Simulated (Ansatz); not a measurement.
C$_{5}$H$_{7}$ (SMILES [CH]1CC12CC2), doublet, at a GFN2-xTB geometry; Ansatz (a first-principles code) with HF/STO-3G.

Input for Ansatz:
Ansatz 0.2 input:
```yaml
crystal:
  periodic: [false, false, false]
  atoms:
    - {symbol: C, position_ang: [-0.00592064, 0.06255727, 0.04919876]}
    - {symbol: C, position_ang: [0.05276925, 0.74146840, 1.29776337]}
    - {symbol: C, position_ang: [-0.04143606, -0.73565075, 1.32173897]}
    - {symbol: C, position_ang: [0.71684363, 0.01914460, -1.25871358]}
    - {symbol: C, position_ang: [-0.78709602, 0.06699964, -1.21998696]}
    - {symbol: H, position_ang: [0.71989492, 1.44391333, 1.74538562]}
    - {symbol: H, position_ang: [-0.98300469, -1.19090749, 1.60534724]}
    - {symbol: H, position_ang: [0.81949464, -1.32985821, 1.61492175]}
    - {symbol: H, position_ang: [1.19255360, -0.91053662, -1.53692256]}
    - {symbol: H, position_ang: [1.25302117, 0.90112219, -1.57731201]}
    - {symbol: H, position_ang: [-1.33584518, -0.82610055, -1.48128458]}
    - {symbol: H, position_ang: [-1.27707539, 0.98525249, -1.51013864]}
basis:
  gaussian:
    orbitals: STO-3G
    fitting: {mean_field: def2-universal-JKFIT}
hamiltonian:
  xc: hf
magnetization: {spin_polarized: true, initial_magnetization: 1}
```

The log (banner, timings and long lists left out):

```
Functional definition: HF
501 factors; integrals over basis functions are off by at most 3.8e-3 eV
mean field evaluation 1: about -5194.3088 eV, gradient 1.2e1 eV
mean field evaluation 2: about -5195.7949 eV, gradient 4.5e0 eV
mean field evaluation 4: about -5196.0604 eV, gradient 6.8e-1 eV
mean field -5196.07198424 eV, -190.9521233966 hartree, gradient 2.2e-5 eV, S^2 0.765790; 0 other end points of the search recorded, 0 dependent functions left out
reference -5196.07198424 eV, -190.9521233966 hartree; 19, 18 occupied and 13, 14 virtual orbitals, 501 factors
Total energy: -5196.07198424 eV, -190.9521233966 hartree
```
